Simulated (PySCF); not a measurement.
The vertical singlet excitations below were computed for one of the candidates. Computed with TDDFT CAM-B3LYP/def2-SVPD, vertical, gas phase, core orbitals frozen in the response in PySCF. Geometries: GFN2-xTB, one conformer each.

```json
{"state": "S1", "E (eV)": "5.07", "f": "0.011", "main configurations (H = HOMO, L = LUMO)": "H→L (77%), H-1→L+1 (16%)"}
{"state": "S2", "E (eV)": "5.18", "f": "0.0020", "main configurations (H = HOMO, L = LUMO)": "H→L+2 (72%), H→L+5 (12%)"}
{"state": "S3", "E (eV)": "5.52", "f": "0.222", "main configurations (H = HOMO, L = LUMO)": "H→L+1 (86%)"}
{"state": "S4", "E (eV)": "5.99", "f": "0.020", "main configurations (H = HOMO, L = LUMO)": "H→L+3 (75%), H→L+2 (11%)"}
{"state": "S5", "E (eV)": "6.56", "f": "0.172", "main configurations (H = HOMO, L = LUMO)": "H-1→L+1 (64%), H→L (17%), H-2→L (10%)"}
{"state": "S6", "E (eV)": "6.67", "f": "0.012", "main configurations (H = HOMO, L = LUMO)": "H→L+5 (35%), H→L+4 (23%), H→L+3 (12%)"}
{"state": "S7", "E (eV)": "6.75", "f": "0.410", "main configurations (H = HOMO, L = LUMO)": "H-1→L (76%)"}
{"state": "S8", "E (eV)": "6.88", "f": "0.0007", "main configurations (H = HOMO, L = LUMO)": "H→L+4 (48%), H→L+5 (22%), H-1→L+2 (21%)"}
```

Task: Which structure fits?
A. `Sc1ccccc1`
B. `N#CC1=CC=CC1`
C. `C=Cc1cccs1`

Result: A. Its S1, at 5.07 eV, is the highest among the candidates; the nearest of the others has S1 at 4.70 eV. S1 is HOMO→LUMO (77%), HOMO-1→LUMO+1 (16%). Löwdin shares by element: HOMO sulfur 42%, carbon 35% or more (atoms not listed hold the other 23%); LUMO carbon 69% or more (atoms not listed hold the other 31%). At the same level the other candidates give, for their lowest levels:
- `C=Cc1cccs1`: 4.61 eV (f 0.272); 5.41 eV (f 0.101); 5.88 eV (f 0.000); 6.20 eV (f 0.007); 6.48 eV (f 0.000); T1 2.84 eV; HOMO -7.48, LUMO -0.25 eV
- `N#CC1=CC=CC1`: 4.70 eV (f 0.218); 6.26 eV (f 0.000); 6.56 eV (f 0.002); 6.59 eV (f 0.002); 6.65 eV (f 0.017); T1 2.71 eV; HOMO -8.29, LUMO -0.82 eV

Conformer computed: `[SH:1][c:2]1[cH:3][cH:4][cH:5][cH:6][cH:7]1`: H–S1–C2–C3 180°.
Triplets come from the Tamm–Dancoff approximation.
